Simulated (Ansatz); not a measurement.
Ligand exchange: C2H5Cl + GeH3(SH) → C2H6S + GeH3Cl

Species: C2H5Cl (chloroethane) `CCCl`, singlet; GeH3(SH), singlet; C2H6S `CCS`, singlet; GeH3Cl `[Cl][GeH3]`, singlet. The partners trade Cl for SH: C–Cl and Ge–SH bonds give way to C–SH and Ge–Cl.

Shapes, held fixed at every level: PBE0-D4/def2-TZVP. Flexible molecules stand in one conformer, not always the lowest. Programs: Ansatz 0.2.0. The zero-point and thermal change to 298 K, harmonic and unscaled (PBE0-D4/def2-TZVP), is +0.6 kJ/mol.

Question: Estimate ΔH(298 K) of this reaction.

Answer: The highest level, CCSD(T)/def2-TZVPP, gives ΔH(298 K) = -33.3 kJ/mol; the levels span -40.7 to -29.2. The column of differences is taken from that level and isn't an error. No measured value is set beside it here. Relativity is left out for Ge unless named. Correlated rows may include outer-core shells of Ge, which these sets cover unevenly. Times are processor times on shared x86 and Arm servers, and rough.

| level | kind | ΔH(298 K) (kJ/mol) | less CCSD(T)/def2-TZVPP | CPU time (sum over the molecules) |
| --- | --- | --- | --- | --- |
| HF/def2-SVP | Hartree–Fock | -40.7 | -7.4 | – |
| SPW92/def2-TZVPP | LDA | -29.2 | +4.1 | 8.3 s |
| r2SCAN-D4/def2-TZVPP | meta-GGA | -32.3 | +1.0 | 22 s |
| B3LYP-D4/def2-TZVPP | global hybrid | -33.1 | +0.2 | 19 s |
| BHLYP-D4/def2-TZVPP | global hybrid | -35.8 | -2.5 | 15 s |
| PBE0-D4/def2-TZVPP | global hybrid | -32.1 | +1.2 | 14 s |
| wB97X-V/def2-TZVPP | range-separated hybrid | -34.8 | -1.5 | 35 s |
| CCSD(T)/def2-TZVPP | coupled cluster or CI | -33.3 | 0.0 | 1.9 min |
